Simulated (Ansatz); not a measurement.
Basis sets compared for the cluster Na6Sb. Charge 0, multiplicity 2. Geometry PBE-D4/def2-SVP. Ansatz on 4 threads of Intel Xeon 6975P-C on a shared host; times are rough, and most runs start from earlier orbitals.

```xyz
7

Sb    0.162    0.386   -0.184
Na   -0.678   -0.931    2.449
Na    2.215    0.838    1.971
Na   -2.200   -0.917   -1.572
Na   -0.913    2.425    1.757
Na    0.848   -2.370   -1.261
Na    0.566    0.569   -3.159
```

In the def2 sets Sb takes a core potential; there is no spin–orbit coupling. The structure comes from a short search, and lower isomers may exist.

```tsv
level	functions	energy (Eh)	HOMO (eV)	LUMO (eV)	wall time
LDA (SPW92)/def2-TZVP	242	-1208.7004	-2.22	-1.97	4.1 s
PBE-D4/def2-SVP	116	-1213.0683	-2.17	-1.80	4 s
PBE-D4/def2-TZVP (with forces)	242	-1213.4348	-2.20	-1.83	8.5 s
PBE0-D4/def2-SVP	116	-1213.1651	-2.58	-1.40	8.5 s
PBE0-D4/def2-TZVP	242	-1213.5264	-2.60	-1.42	18 s
```

(1) Estimate the rows for LDA (SPW92)/def2-TZVPD, PBE-D4/def2-TZVPD, PBE0-D4/def2-TZVPD.

## Answers

(1) 
| level | functions | energy (Eh) | HOMO (eV) | LUMO (eV) | wall time |
| --- | --- | --- | --- | --- | --- |
| LDA (SPW92)/def2-TZVPD | 266 | -1208.7014 | -2.22 | -1.97 | 4.8 s |
| PBE-D4/def2-TZVPD | 266 | -1213.4357 | -2.20 | -1.83 | 13 s |
| PBE0-D4/def2-TZVPD | 266 | -1213.5269 | -2.60 | -1.42 | 24 s |
